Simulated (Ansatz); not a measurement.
`C[S][Al]([F])[Cl]` + HCl → `C[S][Al]([Cl])[Cl]` + H–F at 600 K and 1 bar (ligand exchange at the Al–F bond).

Isolated molecules relaxed with PBE0-D4/def2-TZVP in Ansatz; ΔE leaves out vibrations. CCSD(T)/CBS adds triple-zeta CCSD(T) − MP2 to the extrapolated MP2 energy (def2 sets, frozen cores). This one scheme is used for every species. Each species was taken in one conformer, which may not be the lowest.

```json
{"species": "`C[S][Al]([F])[Cl]`", "CCSD(T)/CBS energy (Eh)": "-1239.41425", "H − E (kJ/mol)": "172.5", "S (J/(mol·K))": "452.7"}
{"species": "HCl", "CCSD(T)/CBS energy (Eh)": "-460.38127", "H − E (kJ/mol)": "35.4", "S (J/(mol·K))": "207.2"}
{"species": "`C[S][Al]([Cl])[Cl]`", "CCSD(T)/CBS energy (Eh)": "-1599.39326", "H − E (kJ/mol)": "171.4", "S (J/(mol·K))": "475.9"}
{"species": "H–F", "CCSD(T)/CBS energy (Eh)": "-100.39570", "H − E (kJ/mol)": "42.3", "S (J/(mol·K))": "194.0"}
```

H − E and S are ideal-gas, rigid-rotor, harmonic terms from PBE0-D4/def2-TZVP, for one conformer and one mirror image of each species. 1 Eh = 2625.50 kJ/mol, R = 8.31446 J/(mol·K).

Task: By hand: ΔE, ΔH, ΔS and ΔG.

Result: ΔE = (-1599.39326) + (-100.39570) − (-1239.41425) − (-460.38127) = 0.00656 Eh = 17.2 kJ/mol. Δ(H − E) = 171.4 + 42.3 − 172.5 − 35.4 = 5.8, so ΔH = 23.0 kJ/mol. ΔS = 475.9 + 194.0 − 452.7 − 207.2 = 10.0 J/(mol·K). ΔG = 23.0 − 600 × (10.0)/1000 = 17.0 kJ/mol.

Task: By hand: the equilibrium constant, and the temperature at which ΔG would vanish if ΔH and ΔS stayed fixed.

Result: log₁₀ K = −ΔG/(RT ln 10) = -1.5. ΔG = 0 at ΔH/ΔS = 2300 K, though so small a ΔS makes that figure unsure.

The number of gas molecules stays the same, so ΔS is small and ΔH decides. A doubt of 5 kJ/mol in ΔE shifts log₁₀ K by 0.4 here. Other conformers and mirror images would add mixing entropy, several J/(mol·K) or more a flexible species. Modes under 60 cm⁻¹, often nearly free rotors, make the harmonic entropy too high. These are equilibria of isolated gas molecules and say nothing of rates. Largest T1 diagnostic: 0.011 (customary marks: 0.02 for closed shells, 0.045 for open ones).
